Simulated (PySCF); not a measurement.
## MS2- across group 15

Level: PBE0, basis family def2-TZVPD, scalar-relativistic core potentials from Rb on and no relativity for lighter atoms.

Each entry is the lowest minimum that a search over a few typed start shapes (and spin states, where more than one is plausible) found, or that minimum re-optimised at the stated level; isomers with ligand–ligand bonds, or fragments after loss of a ligand pair, can lie lower. Open shells are unrestricted; no spin–orbit coupling; PySCF with density fitting.

```tsv
molecule	2S+1	point group	mean bond to the central atom (Å)	distinct angles (°)	gap (eV)	dipole (D)
AsS₂⁻	1	C2v	2.102	114	3.44	2.49
SbS₂⁻	1	C2v	2.281	112	3.23	4.03
BiS₂⁻	1	C2v	2.373	112	3.10	5.81
```

The bond lengthens at every step; the largest change, 0.179 Å, falls between AsS₂⁻ and SbS₂⁻ among the members listed.

Spin–orbit coupling can matter for BiS₂⁻.

Left out of the table are members whose search was unfinished or whose lowest solution was spin-contaminated, unstable, very soft or bonded differently.
